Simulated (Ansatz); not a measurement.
`[CH3][GeH2][O]C=S` + H–F → `[CH3][GeH2][F]` + `OC=S`  (ligand exchange at a Ge–O bond)

Isolated molecules relaxed with PBE0-D4/def2-TZVP in Ansatz; ΔE leaves out vibrations. CCSD(T)/CBS adds triple-zeta CCSD(T) − MP2 to the extrapolated MP2 energy (def2 sets, frozen cores). This one scheme is used for every species. Functionals use def2-TZVPP. For Ge outer-core shells are correlated without core-valence functions, which leaves a few kJ/mol of doubt a bond. Scalar relativity is left out up to krypton. Each species was taken in one conformer, which may not be the lowest.

`[CH3][GeH2][O]C=S`:

Z-matrix (Å, degrees):
```
C
Ge 1 1.932
H 1 1.091 2 110.2
H 1 1.090 2 110.0 3 120.3
H 1 1.090 2 109.6 3 -119.8
O 2 1.826 1 104.7 3 176.5
H 2 1.534 1 113.9 3 62.4
H 2 1.539 1 114.6 3 -68.1
C 6 1.315 2 123.2 1 130.9
S 9 1.615 6 124.6 2 179.4
H 9 1.098 6 114.6 2 -0.9
```

H–F:

Z-matrix (Å, degrees):
```
F
H 1 0.920
```

`[CH3][GeH2][F]`:

```xyz
8

C    -0.677    0.667   -0.434
Ge    0.650   -0.491    0.372
F    -0.114   -2.050    0.574
H    -0.263    1.666   -0.586
H    -1.549    0.742    0.216
H    -0.986    0.263   -1.399
H     1.069   -0.052    1.785
H     1.870   -0.744   -0.528
```

`OC=S`:

Cartesian coordinates in Å:
```
O 0.384 0.036 -0.930
C -0.071 0.130 0.318
S 0.113 1.430 1.241
H 0.164 -0.829 -1.298
H -0.589 -0.767 0.669
```

```tsv
species	ωB97M-V energy (Eh)
`[CH3][GeH2][O]C=S`	-2630.11774
H–F	-100.46072
`[CH3][GeH2][F]`	-2217.88464
`OC=S`	-512.70525
```

(1) Work out ΔE.

Largest T1 diagnostic among the species: 0.018.

## Answers

(1) ΔE = (-2217.88464) + (-512.70525) − (-2630.11774) − (-100.46072) = -0.01143 Eh = -30.0 kJ/mol. CCSD(T)/CBS gives -20.0 kJ/mol.

In def2-TZVPP, CCSD(T) changes the Hartree–Fock value by +16.6 kJ/mol (the triples alone add +2.8 kJ/mol) and MP2 by +20.6 kJ/mol. The D4 term adds +8.7 kJ/mol with B3LYP and +5.1 kJ/mol with PBE0; it sums over pairs of atoms, weighted by their polarisabilities, and B3LYP, whose exchange is more repulsive, gets the larger term.

B3LYP here is the variant with VWN-RPA as its local correlation; programs differ in this.
